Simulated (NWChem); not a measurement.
Molecule: C₃H₃, doublet; SMILES C=C=[CH]

Program: NWChem. Spin-unrestricted. In the optimisation the excess spin sits in b1 (C2v, its own frame). Geometry: optimised at PBE0/def2-SVP, spin-unrestricted. No stability test was run on the SCF state. Level TPSS/def2-SVP: energy and gradient; each run changes one setting, and changes count from the defaults (medium grid, exact Coulomb integrals, symmetry on).

| setting | size of the energy change (μHa) | largest change of a gradient component (μHa/bohr) | time, defaults = 1 (rough) |
|---|---|---|---|
| defaults | < 10 | < 30 | about 1 |
| Becke weights | < 10 | 50 | about 1 |
| coarse grid | 80 | 100 | about 1 |
| extra-fine grid | < 10 | < 30 | 3 |
| Coulomb fitting, Ahlrichs set | 200 | 100 | about 1 |
| Coulomb fitting, Weigend set | 80 | 100 | about 1 |
